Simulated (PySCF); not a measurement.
Job file and geometry (Å, from GFN2-xTB) of an NMR shielding run on `CCS[C@@H]1C[Si@H]1C`, C5H12SSi, GIAO PBE0/pcSseg-1 NMR shielding, non-relativistic, gas phase in PySCF 2.14.0, density-fitted response routines; density fitting, a coarse starting grid and PySCF grid level 2 are the driver's defaults:

```
$ OMP_NUM_THREADS=1 python probes_run.py task.json out

{"job": {"kind": "nmr", "xc": "PBE0", "basis": "pcSseg-1"}, "charge": 0, "multiplicity": 1}
C      2.971643     0.084248    -0.299195
C      2.278090    -1.263313    -0.349073
S      0.834913    -1.369048     0.772663
C     -0.377010    -0.403598    -0.133896
C     -0.392194     1.120792     0.072107
Si    -1.924029     0.250389     0.741036
C     -3.545182     0.327572    -0.234563
H      2.313977     0.868830    -0.664962
H      3.260588     0.321478     0.722275
H      3.866770     0.065554    -0.918893
H      1.922700    -1.494562    -1.354378
H      2.944013    -2.058912    -0.015434
H     -0.429225    -0.746932    -1.161202
H      0.342118     1.495137     0.771698
H     -0.416635     1.712739    -0.834450
H     -2.005735     0.065404     2.179220
H     -4.382739     0.113023     0.420625
H     -3.705417     1.313121    -0.659538
H     -3.566448    -0.392672    -1.046338
```

Question: Write the output of this run.

Answer: 
```
coarse grid: 16120 points
cycle   1  E = -884.7411178450  dE =  5.610e-01  |g| = 4.753e-01  |ddm| = 3.904e+00
cycle   2  E = -884.7171907175  dE =  2.393e-02  |g| = 5.667e-01  |ddm| = 1.021e+00
cycle   3  E = -884.8018958231  dE = -8.471e-02  |g| = 8.402e-02  |ddm| = 6.178e-01
cycle   4  E = -884.8036557326  dE = -1.760e-03  |g| = 3.041e-02  |ddm| = 1.375e-01
cycle   5  E = -884.8038795699  dE = -2.238e-04  |g| = 7.206e-03  |ddm| = 3.265e-02
cycle   6  E = -884.8038929004  dE = -1.333e-05  |g| = 2.491e-03  |ddm| = 1.249e-02
cycle   7  E = -884.8038942970  dE = -1.397e-06  |g| = 5.773e-04  |ddm| = 2.950e-03
final grid: 144176 points
cycle   8  E = -884.8481421976  dE = -3.572e-05  |g| = 9.946e-03  |ddm| = 2.928e-02
cycle   9  E = -884.8481230602  dE =  1.914e-05  |g| = 1.310e-02  |ddm| = 1.969e-02
cycle  10  E = -884.8481666123  dE = -4.355e-05  |g| = 1.253e-03  |ddm| = 1.297e-02
cycle  11  E = -884.8481670345  dE = -4.222e-07  |g| = 2.910e-04  |ddm| = 1.753e-03
cycle  12  E = -884.8481670553  dE = -2.084e-08  |g| = 8.421e-05  |ddm| = 3.583e-04
cycle  13  E = -884.8481670571  dE = -1.780e-09  |g| = 2.865e-05  |ddm| = 1.345e-04
cycle  14  E = -884.8481670573  dE = -2.058e-10  |g| = 6.331e-06  |ddm| = 3.551e-05
converged SCF energy = -884.8481670573

GIAO shielding tensors (ppm)
atom      isotropic    diamagn.    paramagn.     s11        s22        s33       span
  0 C      166.541     247.874     -81.333    147.090    167.869    184.665     37.575
  1 C      145.129     252.260    -107.131    131.082    134.223    170.082     39.000
  2 S      443.845    1058.058    -614.213    344.378    394.982    592.176    247.798
  3 C      164.241     255.932     -91.691    135.411    147.757    209.556     74.145
  4 C      171.659     255.771     -84.112    133.934    175.630    205.413     71.479
  5 Si     470.397     882.874    -412.477    350.950    360.598    699.642    348.691
  6 C      198.024     252.354     -54.329    187.707    199.735    206.632     18.925
  7 H       29.811      31.926      -2.115     24.277     31.543     33.613      9.336
  8 H       30.466      30.007       0.459     26.843     28.710     35.845      9.002
  9 H       30.320      27.821       2.499     25.255     27.254     38.452     13.197
 10 H       29.118      32.350      -3.233     24.213     28.823     34.318     10.105
 11 H       29.153      30.743      -1.589     22.931     27.846     36.683     13.752
 12 H       30.007      34.513      -4.506     23.682     29.338     37.000     13.317
 13 H       31.047      33.023      -1.976     26.043     29.086     38.011     11.969
 14 H       30.463      33.000      -2.537     26.194     26.617     38.578     12.384
 15 H       28.640      31.079      -2.439     22.412     27.584     35.924     13.512
 16 H       31.586      27.457       4.129     26.370     28.350     40.038     13.669
 17 H       31.300      29.458       1.842     25.508     29.198     39.195     13.687
 18 H       31.433      30.952       0.481     25.311     29.901     39.088     13.777
```

Question: Turn these shieldings into chemical shifts. Scale: $^{13}$C (σ = 186.93 ppm), $^{29}$Si (σ = 349.16 ppm), $^{1}$H (σ = 31.72 ppm) against TMS; CS2 for $^{33}$S (σ = 503.73 ppm) (reference shieldings calculated alike).

Answer: Averaging equivalent atoms: C 1: 41.8; C 3: 22.7; C 0: 20.4; C 4: 15.3; C 6: -11.1; S 2: 60; Si 5: -121.2; H 15: 3.08; H 10: 2.60; H 11: 2.56; H 12: 1.71; H 7/8/9: 1.52; H 14: 1.25; H 13: 0.67; H 16/17/18: 0.28 ppm. 

Size and cost of the density-fitted run: 193 basis functions, 38 s wall time on 1 thread of an Arm Neoverse V1, shared host; peak memory 0.86 GiB.
